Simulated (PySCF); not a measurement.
# Computed records: BClH3Si, CH4BClSi

All values are calculated (PySCF 2.14.0). Calculation on a computer-drawn molecule: the log of a Hartree-Fock and frozen-core CCSD(T) single point meant for a local Hartree-Fock minimum, with one planted fault or none, to be diagnosed. Offsets are logged minus clean, where the clean run is the same molecule without the fault. The reference is restricted for singlets and unrestricted otherwise, and also for a bond in bohr or an excited solution. Adding or removing an electron swaps singlet and doublet. The excited solution moves the top pair (singlet) or top alpha electron (doublet) to the lowest empty orbital. Highest occupied and lowest empty are orbital energies over both spins, largest force is the largest gradient component, triples share is (T) over the correlation energy, the T1 limit is 0.02 restricted and 0.045 unrestricted, electrons count all cores, a negative frequency is imaginary (commonest isotopes), and the dipole is about the centre of nuclear charge.

Common to all runs: meant multiplicity 1; logged SCF converged yes; logged CC converged yes; logged SCF stable within its kind yes; possible faults no fault, one electron removed, one electron added, multiplicity raised by two, geometry at a saddle point, SCF held on an excited solution, minimal basis STO-3G, one bond length entered in bohr, all coordinates scaled.

```json
{"entry": 1, "formula": "BClH3Si", "logged_structure": {"atoms_angstrom": [["Si", -2.5949, 1.2204, -0.3911], ["B", -1.016, 0.4635, 0.4858], ["Cl", -1.0081, -0.2159, 2.211], ["H", -2.4234, 1.0193, -1.8791], ["H", -4.9366, -0.2658, 0.2651], ["H", 0.1131, 0.5853, 0.0841]]}, "given": {"meant_charge": -1, "meant_basis": "aug-cc-pV(D+d)Z", "logged_electrons": 40, "logged_basis_functions": 114, "logged_spin_squared": 0.8846, "logged_highest_occupied [eV]": -2.4667, "logged_lowest_empty [eV]": 3.8837, "logged_largest_force [hartree/bohr]": 0.020737, "logged_T1_diagnostic": 0.063676, "logged_D1_diagnostic": 0.26087, "logged_triples_share": 0.044052, "logged_dipole_magnitude [debye]": 4.3066, "logged_energy_HF [hartree]": -774.79975, "logged_energy_CCSD(T) [hartree]": -775.21377, "drawn_bonds_atom": [1, 2, 1, 1, 2], "drawn_bonds_other_atom": [2, 3, 4, 5, 6], "drawn_bonds_order": [1, 1, 1, 1, 1]}, "results": {"planted_fault": "one bond length entered in bohr, row 4 of the drawn bonds", "HF_energy_offset_from_clean_run [kcal/mol]": 56.01, "CCSD(T)_energy_offset_from_clean_run [kcal/mol]": 62.49}, "notes": ["T1 above single-reference limit"]}
{"entry": 2, "formula": "CH4BClSi", "logged_structure": {"atoms_angstrom": [["Si", 1.8987, -2.9803, -0.7194], ["C", 1.9872, -1.9568, -2.0817], ["B", 0.783, -1.0972, -2.4282], ["Cl", 0.7892, 0.0004, -3.8385], ["H", 0.705, -3.0624, 0.1329], ["H", 2.9876, -3.8643, -0.2719], ["H", 2.8883, -1.926, -2.6852], ["H", -0.227, -1.1047, -1.7854]]}, "given": {"meant_charge": 0, "meant_basis": "cc-pV(D+d)Z", "logged_electrons": 46, "logged_basis_functions": 94, "logged_spin_squared": 0.0, "logged_highest_occupied [eV]": -9.4069, "logged_lowest_empty [eV]": 0.93737, "logged_largest_force [hartree/bohr]": 4.491e-05, "logged_lowest_frequency [cm^-1]": 104.35, "logged_T1_diagnostic": 0.01421, "logged_D1_diagnostic": 0.043278, "logged_triples_share": 0.033325, "logged_dipole_magnitude [debye]": 4.3547, "logged_energy_HF [hartree]": -813.32464, "logged_energy_CCSD(T) [hartree]": -813.84136, "drawn_bonds_atom": [1, 2, 3, 1, 1, 2, 3], "drawn_bonds_other_atom": [2, 3, 4, 5, 6, 7, 8], "drawn_bonds_order": [2, 1, 1, 1, 1, 1, 1]}, "results": {"planted_fault": "no fault", "HF_energy_offset_from_clean_run [kcal/mol]": 0.0, "CCSD(T)_energy_offset_from_clean_run [kcal/mol]": 0.0}}
```
